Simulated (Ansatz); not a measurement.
The cluster Ta₂Si⁻. Total charge -1; doublet. Geometry PBE-D4/def2-TZVP, that of the neutral singlet.

```
atom    x (Å)    y (Å)    z (Å)
 Ta1  -0.5794   0.5900   1.0738
 Ta2   0.6684   0.8300  -0.8374
 Si3  -0.0890  -1.4200  -0.2363
```

In the def2 sets Ta takes a core potential; there is no spin–orbit coupling. At PBE-D4/def2-TZVPD, r2SCAN-D4/def2-TZVPD the highest occupied level of the charge -1 doublet lies above zero (up to 0.68 eV). Its loss leaves the charge 0 singlet, which lies 1.55 eV higher (vertical, at PBE-D4/def2-TZVPD), but this difference is unsure: the singlet is doubtful (at the level of its geometry, restricted singlet, unstable towards broken spin symmetry). At r2SCAN-D4/def2-TZVPD, PBE0-D4/def2-TZVPD the charge -1 doublet is spin-contaminated (final ⟨S²⟩ up to 1.05, 0.75 for a pure state). The structure comes from a short search, and lower isomers may exist.

Estimate the α-spin orbital energies around the gap (eV) in Ansatz with PBE-D4/def2-TZVPD, r2SCAN-D4/def2-TZVPD, PBE0-D4/def2-TZVPD.


```json
{"orbital": "HOMO−5", "PBE-D4/def2-TZVPD": "-0.76", "r2SCAN-D4/def2-TZVPD": "-1.01", "PBE0-D4/def2-TZVPD": "-1.65"}
{"orbital": "HOMO−4", "PBE-D4/def2-TZVPD": "-0.66", "r2SCAN-D4/def2-TZVPD": "-0.91", "PBE0-D4/def2-TZVPD": "-1.56"}
{"orbital": "HOMO−3", "PBE-D4/def2-TZVPD": "-0.57", "r2SCAN-D4/def2-TZVPD": "-0.70", "PBE0-D4/def2-TZVPD": "-1.27"}
{"orbital": "HOMO−2", "PBE-D4/def2-TZVPD": "0.34", "r2SCAN-D4/def2-TZVPD": "0.07", "PBE0-D4/def2-TZVPD": "-0.53"}
{"orbital": "HOMO−1", "PBE-D4/def2-TZVPD": "0.44", "r2SCAN-D4/def2-TZVPD": "0.30", "PBE0-D4/def2-TZVPD": "-0.32"}
{"orbital": "HOMO", "PBE-D4/def2-TZVPD": "0.68", "r2SCAN-D4/def2-TZVPD": "0.38", "PBE0-D4/def2-TZVPD": "-0.12"}
{"orbital": "LUMO", "PBE-D4/def2-TZVPD": "1.27", "r2SCAN-D4/def2-TZVPD": "1.38", "PBE0-D4/def2-TZVPD": "1.84"}
{"orbital": "LUMO+1", "PBE-D4/def2-TZVPD": "1.78", "r2SCAN-D4/def2-TZVPD": "1.88", "PBE0-D4/def2-TZVPD": "2.30"}
{"orbital": "LUMO+2", "PBE-D4/def2-TZVPD": "2.12", "r2SCAN-D4/def2-TZVPD": "2.26", "PBE0-D4/def2-TZVPD": "2.55"}
{"orbital": "LUMO+3", "PBE-D4/def2-TZVPD": "2.30", "r2SCAN-D4/def2-TZVPD": "2.39", "PBE0-D4/def2-TZVPD": "2.96"}
{"orbital": "LUMO+4", "PBE-D4/def2-TZVPD": "2.36", "r2SCAN-D4/def2-TZVPD": "2.57", "PBE0-D4/def2-TZVPD": "3.08"}
{"orbital": "LUMO+5", "PBE-D4/def2-TZVPD": "2.56", "r2SCAN-D4/def2-TZVPD": "2.73", "PBE0-D4/def2-TZVPD": "3.22"}
{"orbital": "β HOMO", "PBE-D4/def2-TZVPD": "0.56", "r2SCAN-D4/def2-TZVPD": "0.37", "PBE0-D4/def2-TZVPD": "-0.26"}
{"orbital": "β LUMO", "PBE-D4/def2-TZVPD": "1.39", "r2SCAN-D4/def2-TZVPD": "1.44", "PBE0-D4/def2-TZVPD": "1.89"}
```
